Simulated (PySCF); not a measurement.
**Threshold energies of SnO in a plasma**

PBE in PySCF with aug-cc-pVDZ(-PP) on every atom (core potentials on Sn), for the lowest determinant that a PBE0 search found; no spin–orbit coupling.

```json
{"species": "SnO", "state (unpaired electrons)": "singlet (closed shell)", "Re (Å)": "1.873", "ωe (cm⁻¹)": "782", "energy of the minimum from the neutral (eV)": "0.00", "De (eV)": "6.03", "dissociates to": "Sn + O"}
{"species": "SnO⁺", "state (unpaired electrons)": "doublet (π ↑)", "Re (Å)": "2.033", "ωe (cm⁻¹)": "591", "energy of the minimum from the neutral (eV)": "9.72", "De (eV)": "3.58", "dissociates to": "Sn⁺ + O"}
```

Problem. Work out the lowest energy to break SnO into atoms, from its vibrational ground state.

Solution. D0 = De − ωe/2 = 6.03 − 0.05 = 5.98 eV (PBE/aug-cc-pVDZ(-PP)).

Problem. Work out the ionisation energy of the Sn atom at this level and the threshold of dissociative ionisation.

Solution. IE(Sn) = 9.72 + 3.58 − 6.03 = 7.27 eV, so Sn⁺ + O + e⁻ appears at D0 + IE(Sn) = 13.25 eV (PBE/aug-cc-pVDZ(-PP)). The measured IE(Sn) is 7.344 eV (NIST ASD).

These are thermodynamic thresholds; the onsets seen under electron impact lie higher where the geometry changes, and cross-sections peak well above them.

These are scalar-relativistic numbers at best; spin–orbit coupling would shift them, the dissociation energy most. For an ion De counts to the pair picked by the measured ionisation energies or electron affinities, which need not be the lowest pair at this level. States were picked by a PBE0 search and need not be the measured ground states.
